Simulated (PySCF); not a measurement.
**Spin states of CoN**

Unrestricted PBE0; basis Co def2-TZVPP, N def2-TZVPP; no relativity; PySCF 2.14. Outer shells of the fragments: Co 3d7 4s2; N 2s2 2p3.

Followed along the bond (rough minima from three points):

```json
{"2Ms+1": "5", "unpaired": "σ ↑, π ↑↑, δ ↑", "⟨S²⟩ at the start": "6.05", "R at minimum (Å)": "1.63", "Te (eV)": "0.00"}
{"2Ms+1": "1", "unpaired": "σ ↑, π ↓↓, δ ↑", "⟨S²⟩ at the start": "2.13", "R at minimum (Å)": "1.77", "Te (eV)": "0.45"}
{"2Ms+1": "1", "unpaired": "π ↓, δ ↑", "⟨S²⟩ at the start": "1.82", "R at minimum (Å)": "1.75", "Te (eV)": "0.52"}
{"2Ms+1": "1", "unpaired": "none", "⟨S²⟩ at the start": "1.54", "R at minimum (Å)": "1.72", "Te (eV)": "0.60"}
{"2Ms+1": "5", "unpaired": "π ↑↑↑, δ ↑", "⟨S²⟩ at the start": "6.06", "R at minimum (Å)": "1.87", "Te (eV)": "0.73"}
{"2Ms+1": "3", "unpaired": "σ ↓, π ↑↑, δ ↑", "⟨S²⟩ at the start": "3.07", "R at minimum (Å)": "1.63", "Te (eV)": "0.79"}
```

Solutions found at the starting distance of 1.725 Å, counted from the lowest of them; the search is not exhaustive and high or unbound solutions are not listed, so other states can lie among these:

| 2Ms+1 | unpaired | term | E (eV) | ⟨S²⟩ | ⟨Lz²⟩ | μ (D) |
| --- | --- | --- | --- | --- | --- | --- |
| 5 | σ ↑, π ↑↑, δ ↑ | ⁵Δ | 0.00 | 6.05 | 4.01 | -4.39 |
| 1 | σ ↑, π ↓↓, δ ↑ | mixed | 0.39 | 2.13 | 4.01 | -3.63 |
| 1 | π ↓, δ ↑ | mixed | 0.45 | 1.82 | 5.00 | -3.33 |
| 1 | none | mixed | 0.52 | 1.54 | 0.00 | -3.63 |
| 3 | σ ↓, π ↑↑, δ ↑ | mixed | 0.79 | 3.07 | 4.01 | -3.90 |
| 5 | π ↑↑↑, δ ↑ | mixed | 0.81 | 6.06 | 4.50 | -3.84 |
| 5 | π ↑↑, δ ↑↑ | ⁵Σ⁺ | 1.00 | 6.13 | 0.00 | -3.44 |
| 3 | σ ↑, π ↑ | mixed | 1.04 | 2.76 | 1.66 | -4.38 |
| 3 | π ↑, δ ↑ | mixed | 1.16 | 2.03 | 4.40 | -3.96 |
| 1 | σ ↓, π ↑↓, δ ↑ | mixed | 1.23 | 2.02 | 6.01 | -4.20 |

A term symbol is given only where ⟨S²⟩ and ⟨Lz²⟩ are close to those of a pure state; real π, δ and φ orbitals otherwise mix terms. A positive dipole means Co(−)N(+).

Problem. Compare the gap between the two lowest followed solutions at the starting distance with the gap between their minima.

Solution. At PBE0 the second solution (Ms = 0 of mixed spin, unpaired electrons σ ↑, π ↓↓, δ ↑) lies +0.39 eV from the first (quintet, unpaired electrons σ ↑, π ↑↑, δ ↑) at 1.725 Å and +0.45 eV at the minima; the two curves relax by different amounts, since their minima lie near 1.77 and 1.63 Å.

With d or f electrons several states lie close, and the lowest PBE0 determinant need not be the measured ground state.
